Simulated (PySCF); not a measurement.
A search over the determinants of AlGe

Unrestricted PBE0; Al x2c-SVPall, Ge x2c-SVPall; spin-free X2C with a Gaussian nucleus (PySCF 2.14). Outer shells of the fragments: Al 3s2 3p1; Ge 3d10 4s2 4p2.

Followed along the bond (rough minima from three points):

```csv
2Ms+1,unpaired,⟨S²⟩ at the start,R at minimum (Å),Te (eV)
4,"σ ↑, π ↑↑",3.75,2.47,0.00
2,"σ ↓, π ↑↑",1.77,2.44,0.30
2,"σ ↑, π ↑↓",1.77,2.46,0.39
2,π ↑,0.78,2.30,1.09
2,π ↑,0.75,none in the scan,≤ 0.93
```

Solutions found at the starting distance of 2.355 Å, counted from the lowest of them; the search is not exhaustive and high or unbound solutions are not listed, so other states can lie among these:

```tsv
2Ms+1	unpaired	term	E (eV)	⟨S²⟩	⟨Lz²⟩	μ (D)
4	σ ↑, π ↑↑	⁴Σ⁻	0.00	3.75	0.00	-0.96
2	σ ↓, π ↑↑	mixed	0.29	1.77	0.00	-1.06
2	σ ↑, π ↑↓	mixed	0.38	1.77	2.01	-0.90
2	π ↑	²Π	1.06	0.78	1.00	-1.69
2	σ ↑	mixed	1.06	0.76	2.00	-0.61
2	π ↑	²Π	1.29	0.75	1.00	0.78
```

A term symbol is given only where ⟨S²⟩ and ⟨Lz²⟩ are close to those of a pure state; real π, δ and φ orbitals otherwise mix terms. A positive dipole means Al(−)Ge(+).

Spin–orbit coupling is left out.
